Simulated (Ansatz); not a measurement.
Start from `BCC(C)F` and change one atom or group to get `CC(F)CBr`.

Ansatz, PBE0-D4/def2-TZVP geometries, multiplicity 1. Each molecule was computed in one conformer, which needn't be the lowest.

Scalar relativity is left out up to krypton. Spin–orbit coupling is left out; it splits and shifts lone-pair levels of the heavy atoms by tenths of an eV.

| property | `BCC(C)F` |
| --- | --- |
| HOMO energy (ωB97M-V/def2-TZVPP) / eV | -11.32 |
| HOMO energy (PBE/def2-TZVPP) / eV | -7.41 |
| LUMO energy (PBE0/def2-TZVPP) / eV | -1.53 |
| HOMO–LUMO gap (ωB97M-V/def2-TZVPP) / eV | 11.71 |
| HOMO–LUMO gap (B3LYP/def2-TZVPP) / eV | 7.00 |
| size of the dipole moment (ωB97M-V/def2-TZVPP) / D | 1.29 |

Task: Give the same properties after the change, and the shifts. (Best estimate.)

Result: The calculation gave: 
```json
{"property": "HOMO energy (ωB97M-V/def2-TZVPP) / eV", "`CC(F)CBr`": "-10.25", "shift": "1.07"}
{"property": "HOMO energy (PBE/def2-TZVPP) / eV", "`CC(F)CBr`": "-6.65", "shift": "0.76"}
{"property": "LUMO energy (PBE0/def2-TZVPP) / eV", "`CC(F)CBr`": "-0.01", "shift": "1.52"}
{"property": "HOMO–LUMO gap (ωB97M-V/def2-TZVPP) / eV", "`CC(F)CBr`": "12.17", "shift": "0.46"}
{"property": "HOMO–LUMO gap (B3LYP/def2-TZVPP) / eV", "`CC(F)CBr`": "7.40", "shift": "0.40"}
{"property": "size of the dipole moment (ωB97M-V/def2-TZVPP) / D", "`CC(F)CBr`": "2.96", "shift": "1.67"}
```

With PBE0 the HOMO rises by 0.99 eV and the LUMO rises by 1.52 eV, so the gap widens by about 0.53 eV. PBE moves the HOMO by 0.76 eV and ωB97M-V by 1.07 eV. The zero-point energy changes by -49.5 kJ/mol with -6 modes. Dipoles are sizes alone; their direction can turn.

Positive LUMOs are unbound, so they and the gaps depend on the basis.

B3LYP here is the variant with VWN-RPA as its local correlation; programs differ in this.
